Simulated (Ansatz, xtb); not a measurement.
A geometry optimisation of CH8Al2Si with r2SCAN-D4/def2-SVP

The starting geometry of this gas-phase singlet was built from a drawn formula by distance geometry and a force field; its bonds are those of `[AlH2][CH]([AlH2])[SiH3]`.

| atom | x (Å) | y (Å) | z (Å) |
| --- | --- | --- | --- |
| C | 0.4714 | -0.3489 | -1.0129 |
| Al | 1.2361 | 0.6890 | 0.5228 |
| Al | -1.3739 | 0.3141 | -1.4194 |
| Si | 1.5525 | -0.1931 | -2.5318 |
| H | 2.5741 | 1.5366 | 0.2492 |
| H | 0.4678 | 0.7142 | 1.9229 |
| H | 0.3782 | -1.4061 | -0.7230 |
| H | -1.9379 | 1.5204 | -0.5632 |
| H | -2.2204 | -0.3289 | -2.5736 |
| H | 1.6248 | 1.2184 | -2.9006 |
| H | 2.8930 | -0.7207 | -2.2029 |
| H | 0.9557 | -0.9383 | -3.6007 |

Where would you expect an optimisation with r2SCAN-D4/def2-SVP to take it?

It keeps its bonds, and is `[AlH2][CH]([AlH2])[SiH3]`.

The energy falls by 0.26 eV over 25 steps:

```tsv
step	E − E(last) (eV)
1	0.259
4	0.056
6	0.029
9	0.018
12	0.013
14	0.010
17	0.003
20	0.001
22	0.000
25	0.000
```

Final geometry (Å):

```xyz
12

C     0.3686   -0.2771   -1.0283
Al    1.1683    0.4829    0.5764
Al   -1.3692    0.4332   -1.5348
Si    1.5891   -0.1020   -2.4504
H     1.8558    1.9147    0.5139
H     1.1228   -0.3442    1.9329
H     0.1983   -1.3474   -0.7903
H    -1.4703    1.8434   -2.2623
H    -2.6767   -0.4064   -1.1994
H     1.7338    1.3364   -2.8261
H     2.9531   -0.6186   -2.0978
H     1.1478   -0.8582   -3.6671
```

From the same start GFN2-xTB ends elsewhere, differing in Al2–Al3 (2.66 against 3.30 Å here).

The end wasn't checked by frequencies. Run with Ansatz 0.2.0, 43 s on 2 threads of Intel(R) Xeon(R) 6975P-C (Granite Rapids), on a shared host.
